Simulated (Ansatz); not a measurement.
Stepwise reaction of `C=C[SiH2]O[SiH](F)F` with hydrogen, as a gas-phase model of exchange steps in deposition or etching. ΔE in kJ/mol.

Computed with Ansatz on PBE0-D4/def2-TZVP structures; ΔE is electronic, products minus reactants. CCSD(T)/CBS is the MP2 limit (def2-TZVPP, def2-QZVPP) plus CCSD(T) − MP2 in def2-TZVPP, frozen cores. This one scheme is used for every species. Functionals use def2-TZVPP. B3LYP here is the variant with VWN-RPA as its local correlation; programs differ in this. Each species was taken in one conformer, which may not be the lowest.

| step | reaction | PBE-D4 | B3LYP-D4 | ωB97M-V | CCSD(T)/CBS |
| --- | --- | --- | --- | --- | --- |
| 1 | `C=C[SiH2]O[SiH](F)F` + H₂ → `C=C[SiH2]O[SiH2]F` + H–F | 139.4 | 148.3 | 148.1 | 144.7 |

(1) Give the row of step 2, `C=C[SiH2]O[SiH2]F` + H₂ → `C=C[SiH2]O[SiH3]` + H–F. (An estimate is asked.)

(2) By hand: ΔE of the 2 steps together at CCSD(T)/CBS.

## Answers

(1) Ansatz gave: 
```json
{"step": "2", "reaction": "`C=C[SiH2]O[SiH2]F` + H₂ → `C=C[SiH2]O[SiH3]` + H–F", "PBE-D4": "128.5", "B3LYP-D4": "136.8", "ωB97M-V": "137.5", "CCSD(T)/CBS": "134.6"}
```

(2) (144.7) + (134.6) = 279.3 kJ/mol, or 139.6 kJ/mol a step.

In ΔE each step is lower than the one before. All are uphill at CCSD(T)/CBS. PBE-D4 differs from CCSD(T)/CBS by -6.1 to -5.3 kJ/mol a step. Isolated molecules leave out the surface, adducts and barriers. Largest T1 diagnostic: 0.012.
